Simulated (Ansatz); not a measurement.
Consider the formal exchange of groups at a C–C bond: `BrCCCCBr` + `CCC` → `CCCCCCBr` + `CBr`.

Computed with Ansatz on PBE0-D4/def2-TZVP structures; ΔE is electronic, products minus reactants. CBS: MP2 limit from def2 TZ/QZ plus the TZ coupled-cluster correction, frozen cores. Functionals use def2-TZVPP. B3LYP here is the variant with VWN-RPA as its local correlation; programs differ in this. HSE06 is defined as in plane-wave codes. For Br outer-core shells are correlated without core-valence functions, which leaves a few kJ/mol of doubt a bond. Scalar relativity is left out up to krypton. One conformer a species, not always the lowest.

| level | ΔE (kcal/mol) | difference from CCSD(T)/CBS |
| --- | --- | --- |
| PBE-D4 | 2.4 | 0.3 |
| revPBE-D4 | 2.3 | 0.2 |
| B97M-V | 2.1 | 0.0 |
| B3LYP-D4 | 2.2 | 0.1 |
| r2SCAN0-D4 | 2.0 | -0.1 |
| HSE06-D4 | 2.1 | 0.0 |
| CAM-B3LYP-D4 | 1.9 | -0.2 |
| ωB97X-V | 1.7 | -0.4 |
| PBE | 2.2 | 0.1 |
| r2SCAN | 2.3 | 0.2 |
| HSE06 | 1.9 | -0.2 |
| LC-ωPBE | 1.5 | -0.6 |
| RPA@PBE/def2-TZVPP | 1.6 | -0.5 |
| HF/def2-SVP | 1.3 | -0.8 |
| HF/def2-TZVPP | 1.0 | -1.1 |
| CCSD/CBS(def2) | 1.9 | -0.2 |
| CCSD(T)/CBS | 2.1 | 0 |

Largest T1 diagnostic among the species: 0.008.

Leaving LDA and LC-ωPBE aside and taking each functional with its dispersion term where it has one, the values, not all of them listed here, spread over 0.8 kcal/mol, from ωB97X-V to BLYP-D4. In def2-TZVPP, CCSD(T) changes the Hartree–Fock value by +0.9 kcal/mol (the triples alone add +0.2 kcal/mol) and MP2 by +1.4 kcal/mol.

CCSD(T)/CBS has its own doubt, a few kJ/mol and more with outer-core shells, so smaller differences from it don't rank the levels.
